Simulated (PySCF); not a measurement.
# Worked example: chemical shift, span and skew from a shielding tensor

B(Cl)(vinyl)(OMe) (C₃H₆BClO), SMILES COB(Cl)C=C. Atoms are numbered in the order given.

```xyz
12

B     -0.1730    -0.0065     0.1972
Cl    -0.8886     0.1866     1.8136
C      0.8129    -1.2074    -0.0160
C      1.9251    -1.1630    -0.7625
H      0.6256    -2.1183     0.5669
H      2.6239    -2.0062    -0.8113
H      2.2081    -0.2758    -1.3399
O     -0.5489     0.9079    -0.7141
C     -0.1977     0.9084    -2.0832
H     -0.0217    -0.1106    -2.4616
H     -1.0246     1.3671    -2.6448
H      0.7094     1.5135    -2.2431
```

The structure is a stationary point at ωB97X-D3(BJ)/def2-SVP. Other conformers were not sampled.

GIAO shieldings from PBE/pcSseg-1 (PySCF), non-relativistic, no solvent. The symmetric part of the tensor of C3 has the principal values -74.3, 34.1, 155.3 ppm. The same nucleus in TMS has σ = 182.0 ppm at this level (PySCF, at its B3LYP-D3(BJ)/def2-TZVP geometry). Without spin–orbit terms, shifts of atoms bonded to Cl or Br come out too high.

Q: Work out the isotropic shielding, the ¹³C shift against TMS, the span and the skew.

A: 
σ(iso) = (σ11 + σ22 + σ33)/3 = 38.4 ppm. δ = σ(ref) − σ(iso) = 182.0 − (38.4) = 143.6 ppm.
Span Ω = σ33 − σ11 = 229.6 ppm. Skew κ = 3(σ(iso) − σ22)/Ω = 0.06. Tumbling in solution averages the tensor to δ; in a static solid the shielding alone would spread this spin-1/2 line over Ω.
